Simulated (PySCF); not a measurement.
## Ce(NH2)3: from a saddle point downhill

PySCF 2.14.0, RKS PBE0, Ce lcecp-1-SVP with ECP47, N def2-SVP, H def2-SVP; non-relativistic Hamiltonian with scalar-relativistic core potentials where named; density fitting; no spin-orbit coupling. Relaxed within the symmetry of its start, the geometry (D3h) is

```xyz
10

Ce    0.0000    0.0000    0.0000
N     2.3144    0.0000    0.0000
H     2.9447    0.0001    0.8044
H     2.9447    0.0001   -0.8044
N    -1.1572    2.0043    0.0000
H    -1.4724    2.5501    0.8044
H    -1.4724    2.5501   -0.8044
N    -1.1572   -2.0044    0.0000
H    -1.4723   -2.5502    0.8044
H    -1.4723   -2.5502   -0.8044
```

and its lowest harmonic modes are -468, -468, -435, -124, 100, 100 cm⁻¹ (negative: unstable). It was moved along the lowest mode and relaxed again.

(1) Where does it end, and how much lower?

(2) How do the contacts change?

No frequency check is given for the end, and other unstable modes may remain.

An lcecp potential fixes the number of 4f electrons, so in runs with it no electron can move into or out of that shell.

State: singlet in the valence, with the 4f electrons in the core potential.

## Answers

(1) In nearly C3v, 0.980 eV lower, after 46 steps:
```xyz
10

Ce   -0.0080   -0.0190   -0.1638
N     2.2670   -0.0045   -0.0101
H     2.8884   -0.8022    0.1395
H     2.8838    0.8098   -0.0425
N    -1.1362    1.9615   -0.2430
H    -2.1450    2.1189   -0.2074
H    -0.7225    2.8956   -0.2640
N    -1.1398   -1.9663    0.1903
H    -0.7369   -2.8912    0.3531
H    -2.1509   -2.1026    0.2479
```

(2) 
```json
{"contact": "Ce1–N2 (NH2)", "saddle (Å)": "2.314", "end (Å)": "2.280"}
{"contact": "Ce1–N5 (NH2)", "saddle (Å)": "2.314", "end (Å)": "2.281"}
{"contact": "Ce1–N8 (NH2)", "saddle (Å)": "2.314", "end (Å)": "2.280"}
```
